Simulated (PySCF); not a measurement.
hexanethiol (C6H14S), SMILES CCCCCCS.

Geometry: B3LYP-D3(BJ)/def2-SVP. One conformer was computed; it need not be the lowest.

Calculation: M06-2X/def2-SVP run with PySCF.

Isolated molecule, no solvent.

| Property | Value |
|---|---|
| total energy | -634.81259 hartree |
| point group | Cs |
| highest occupied level | -7.74 eV |
| lowest empty level | 1.90 eV |
| orbital gap | 9.64 eV |
| dipole moment | 1.66 D |
| quadrupole, principal values (traceless, Buckingham form, about the centre of nuclear charge) | -7.78, 0.24, 7.53 D·Å |
| mean static polarisability | 84.0 bohr³ (12.44 Å³) |
| polarisability, principal values | 67.3, 75.4, 109.3 bohr³ |
